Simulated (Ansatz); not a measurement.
Consider the homolysis of the F–Ga bond: `[F][Ga]([F])[O][SiH3]` → F• + `[F][Ga][O][SiH3]`•.

Program: Ansatz. Geometries: PBE0-D4/def2-TZVP. ΔE: electronic, gas phase. CBS: MP2 limit from def2 TZ/QZ plus the TZ coupled-cluster correction, frozen cores. This one scheme is used for every species, atoms too. Functionals use def2-TZVPP. Open shells (•) are unrestricted, without spin–orbit coupling. Spin–orbit coupling would lower the free atoms: a little for F. For Ga outer-core shells are correlated without core-valence functions, so the limit isn't a true one: a few kJ/mol of doubt a bond, and 10 to 20 or more in all where bonds break to atoms. Scalar relativity is left out up to krypton. One conformer a species, not always the lowest.

| level | ΔE (kJ/mol) |
| --- | --- |
| LDA (SPW92) | 598.9 |
| PBE-D4 | 518.5 |
| r2SCAN | 510.6 |
| r2SCAN0 | 494.9 |
| CAM-B3LYP | 517.1 |
| CCSD(T)/def2-SVP | 508.3 |
| CCSD/def2-TZVPP | 514.7 |
| MP2/def2-QZVPP | 563.7 |

(1) What does CCSD(T)/CBS give? (An estimate is asked.)

(2) What do rigid-rotor, harmonic-oscillator terms from PBE0-D4/def2-TZVP frequencies (298.15 K, 1 bar) make of the CCSD(T)/CBS value? (An estimate is asked.)

Largest T1 diagnostic among the species: 0.016.

Results:

(1) The calculation gave: +538.4 kJ/mol. The listed levels differ from it by 60.5, -19.9, -27.8, -43.5, -21.3, -30.1, -23.7, 25.3 kJ/mol.

(2) The calculation gave: ΔZPE = -7.6 kJ/mol, ΔH = +533.9 kJ/mol, ΔS = 139 J/(mol·K), ΔG = +492.5 kJ/mol. Open shells count their whole term as degenerate. Modes under 50 cm⁻¹ make the entropy rough.

From BLYP to BHLYP (50 % exact exchange), in def2-TZVPP and without D4, ΔE moves by −17.5 kJ/mol: exact exchange takes away binding that semilocal exchange gives to molecules. The D4 term adds +4.1 kJ/mol with B3LYP and +2.3 kJ/mol with PBE0; it sums over pairs of atoms, weighted by their polarisabilities, and B3LYP, whose exchange is more repulsive, gets the larger term. At CCSD(T), def2-SVP lies −30.1 kJ/mol from the extrapolated value and def2-TZVPP −15.0 kJ/mol: correlation converges slowly with the basis, and small sets miss more of it in the bonded molecule than in its fragments.

B3LYP here is the variant with VWN-RPA as its local correlation; programs differ in this.

CCSD(T)/CBS has its own doubt, a few kJ/mol and more with outer-core shells, so smaller differences from it don't rank the levels.
